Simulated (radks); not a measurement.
Values are calculated unless marked as measured or tabulated.
Q: Coherent X-ray form factor from a spherical all-electron density. Code: a radial shooting solver on a logarithmic mesh with Libxc functionals. Model: scalar-relativistic Kohn-Sham, exchange-only r2SCAN, spin-polarised, spherical densities, finite nucleus; meta-GGA in the generalised Kohn-Sham scheme; Fermi nuclear charge, rms radius of each element as measured or else 0.836 A^(1/3) + 0.57 fm.

sin(theta)/lambda (1/angstrom)  f0 (electrons)
0.05                                     7.790
0.1                                      7.222
0.15                                     6.442
0.2                                      5.596
0.25                                     4.790
0.3                                      4.081
0.4                                      3.012
0.5                                      2.347
0.6                                      1.954
0.8                                      1.572
1                                        1.377
1.25                                     1.182
1.5                                      0.995
2                                        0.672

The species is in the configuration that NIST lists as its ground one. Which atom or ion scatters so?

A: Neutral oxygen, [He] 2s2 2p4. Extrapolating in s^2 from the first two rows gives f0(0) = 8.0, near the electron count 8; among species with that count, the fall with angle is slower the higher Z, and the table is that of Z = 8; from so few rows the species is fixed only to a neighbour or two.
